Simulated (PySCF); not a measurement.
## RuCl₂⁺ + Br₂ → RuBr₂⁺ + Cl₂

Level: PBE0 in the def2-SVP basis family, computed in PySCF with density fitting; scalar-relativistic core potentials for atoms from Rb on, none lighter, no spin–orbit coupling; open shells unrestricted.

```csv
species,state and structure,ZPE (kJ/mol),H(298 K) − H(0) (kJ/mol),S° (J/(mol K))
RuCl₂⁺,"sextet, C2v, Ru–Cl 2.205 Å (×2); Cl–Ru–Cl 140.0°",5.5,13.5,317.6
Br₂,"singlet, D∞h, Br–Br 2.298 Å",1.9,9.7,245.2
RuBr₂⁺,"sextet, C2v, Ru–Br 2.331 Å (×2); Br–Ru–Br 134.3°",3.9,14.3,339.8
Cl₂,"singlet, D∞h, Cl–Cl 2.025 Å",3.2,9.2,223.2
```

Question: Is the gas-phase reaction uphill or downhill in electronic energy at this level, and by how much?

Answer: At PBE0/def2-SVP, ΔE = 25.4 kJ/mol, uphill. 

Question: Add zero-point, thermal and entropy terms for 298.15 K and 1 bar.

Answer: ΔZPE = -0.3 and Δ[H(298) − H(0)] = 0.3 kJ/mol give ΔH° = 25.4 kJ/mol. ΔS° = 0.2 J/(mol K), so ΔG° = 25.4 − 298.15 × (0.0002) = 25 kJ/mol and log₁₀K = -4.4.

Open d or f shells are single determinants, so the state found may not be the ground state. Only the bonding shown was studied: isomers, or loss of a ligand pair, can lie lower.
